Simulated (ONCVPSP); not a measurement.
**An all-electron radial function and its pseudo partner (thallium (Tl))**

Columns: radius, all-electron u(r) and pseudo u(r) of the 5p shell (level -83.43 eV) of thallium in the configuration [Kr] 4d10 4f14 5s2 5p6 5d10 6s2; Wu-Cohen, scalar-relativistic, ONCV scheme, ONCVPSP 4.0.1.

| r (bohr) | all-electron | pseudo |
| --- | --- | --- |
| 0.078 | 0.0938 | 0.0207 |
| 0.155 | 0.3684 | 0.0798 |
| 0.232 | -0.2435 | 0.1732 |
| 0.310 | -0.6269 | 0.2957 |
| 0.388 | -0.5327 | 0.4372 |
| 0.465 | -0.1684 | 0.5853 |
| 0.542 | 0.2602 | 0.7309 |
| 0.620 | 0.6396 | 0.8647 |
| 0.698 | 0.9165 | 0.9749 |
| 0.775 | 1.0855 | 1.0536 |
| 0.852 | 1.1652 | 1.0984 |
| 0.930 | 1.1759 | 1.1089 |
| 1.008 | 1.1368 | 1.0863 |
| 1.085 | 1.0673 | 1.0365 |
| 1.162 | 0.9801 | 0.9653 |
| 1.240 | 0.8839 | 0.8788 |
| 1.318 | 0.7866 | 0.7855 |
| 1.395 | 0.6940 | 0.6937 |
| 1.472 | 0.6073 | 0.6071 |
| 1.550 | 0.5269 | 0.5268 |
| 1.628 | 0.4547 | 0.4545 |
| 1.705 | 0.3913 | 0.3912 |
| 1.782 | 0.3355 | 0.3354 |
| 1.860 | 0.2862 | 0.2861 |
| 1.938 | 0.2434 | 0.2434 |
| 2.015 | 0.2070 | 0.2070 |

**Question.** How many radial nodes do the two functions have?

**Answer.** The all-electron 5p function has n − l − 1 = 3 (the table is too coarse to show those close to the nucleus); the pseudo-wave has 0, since the states of the same l below it are removed with the core.

**Question.** At about which radius was the pseudo-wave matched?

**Answer.** 1.45 bohr, where the columns begin to agree (steps of 0.08 bohr).

**Question.** Is the pseudo-wave norm-conserving?

**Answer.** Yes: the ONCV scheme keeps the norm inside the radius equal to the all-electron one, which fixes the energy derivative of the logarithmic derivative at the level.
